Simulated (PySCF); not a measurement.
The GFN2-xTB optimisation was started from `[O:1]=[C:2]([OH:3])[SiH2:4][S:5][SiH2:6]` (hydrogens: H7 on O3; H8, H9 on Si4; H10, H11 on Si6), doublet state, and ended at this geometry:
```
atom  x, y, z in Å
O1     0.096    1.162    0.542
C2     0.956    0.139    0.387
O3     2.262    0.448    0.561
Si4    0.362   -1.552   -0.037
S5    -1.759   -1.083   -0.106
Si6   -1.530    0.980    0.370
H7     2.338    1.388    0.777
H8     0.549   -2.565    1.000
H9     0.741   -2.044   -1.360
H10   -1.907    1.832   -0.743
H11   -2.104    1.300    1.664
```

Theory: UKS B3LYP, pcH-1 on C H O S Si, non-relativistic, mean-field spin-orbit, GIAO (PySCF 2.14.0). Isolated species at its GFN2-xTB geometry (one conformer only). The geometry wasn't refined by DFT: couplings that depend on bond lengths, twists or pyramidal angles can differ widely from those at the functional's own minimum.

**Question.** Does the final structure still match the drawn one?

**Answer.** No. Not drawn but now within bonding distance: O1–Si6 (1.64 Å). The EPR parameters below belong to the final geometry, not to the drawn structure.

**Question.** What g tensor and ⟨S²⟩ does it have?

**Answer.** g = 2.00213, 2.00431, 2.00471, g_iso = 2.00371 (shifts -194, 1989, 2386 ppm). The unrestricted determinant has ⟨S²⟩ = 0.7534 (exact 0.7500), so spin contamination is small.

**Question.** Where is the spin, and what couplings result (G)?

**Answer.** 
```
atom  isotope  a_iso  of which spin–orbit     T1     T2    T3  Mulliken spin population  distance from C2 (Å)
  O1      17O   -4.7                  0.0  -16.8    8.3   8.5                      0.08                  1.35
  C2      13C   26.8                  0.0  -25.2  -24.9  50.1                      0.74                  0.00
  O3      17O   -6.8                  0.0  -21.0    9.9  11.1                      0.11                  1.35
 Si4     29Si   17.6                  0.0   -1.9   -0.1   2.0                      0.01                  1.84
  S5      33S    0.0                  0.0   -0.3   -0.1   0.5                      0.00                  3.02
 Si6     29Si    1.9                  0.0   -0.2   -0.1   0.3                     -0.01                  2.62
  H7       1H   -4.2                  0.0   -4.1   -2.9   7.0                      0.00                  1.90
  H8       1H   18.4                  0.0   -1.2   -0.7   1.9                      0.03                  2.80
  H9       1H   18.5                  0.0   -1.2   -0.7   1.9                      0.03                  2.80
 H10       1H    2.0                  0.0   -0.7   -0.6   1.3                      0.00                  3.51
 H11       1H    2.0                  0.0   -0.7   -0.6   1.3                      0.00                  3.51
```

T1 to T3 are the principal values of the dipolar part (MHz turned into gauss with g_iso; 10 G = 1 mT). The largest population is on C2 (+0.74); the positive ones add up to 1.01 and the negative ones to -0.01.
